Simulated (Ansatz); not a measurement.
Program: Ansatz. Geometries: PBE0-D4/def2-TZVP. ΔE: electronic, gas phase. CCSD(T)/CBS is the MP2 limit (def2-TZVPP, def2-QZVPP) plus CCSD(T) − MP2 in def2-TZVPP, frozen cores. This one scheme is used for every species, atoms too. Functionals use def2-TZVPP. B3LYP here is the variant with VWN-RPA as its local correlation; programs differ in this. No spin–orbit coupling; open shells (•) take unrestricted orbitals. Spin–orbit coupling would lower the free atoms: a little for C, F, O, Si. Each species was taken in one conformer, which may not be the lowest.

Consider the atomization: `OC1(F)[SiH2][SiH2]1` → C• + F• + 5 H• + O• + 2 Si•.

```json
{"level": "r2SCAN0-D4", "ΔE (kJ/mol)": "3217.0"}
{"level": "B3LYP", "ΔE (kJ/mol)": "3224.0"}
```

Problem. What does CCSD(T)/CBS give? (Best estimate.)

Solution. Computed: +3274.9 kJ/mol. The listed levels differ from it by -57.9, -50.9 kJ/mol.

Largest T1 diagnostic among the species: 0.015.

From PBE to PBE0 (25 % exact exchange), in def2-TZVPP and without D4, ΔE moves by −80.6 kJ/mol: exact exchange takes away binding that semilocal exchange gives to molecules. At CCSD(T), def2-SVP lies −241.8 kJ/mol from the extrapolated value and def2-TZVPP −106.5 kJ/mol: correlation converges slowly with the basis, and small sets miss more of it in the bonded molecule than in its fragments. Leaving LDA and LC-ωPBE aside and taking each functional with its dispersion term where it has one, the values, not all of them listed here, spread over 211.5 kJ/mol, from BHLYP-D4 to PBE-D4. LDA lies +506.2 kJ/mol from PBE without D4, its usual overbinding.

For atomizations the MP2-based limit and the directly extrapolated one differ by several kJ/mol either way, and by 10 to 25 for some Ge, Se and Sn compounds, so smaller differences from it don't rank the levels.
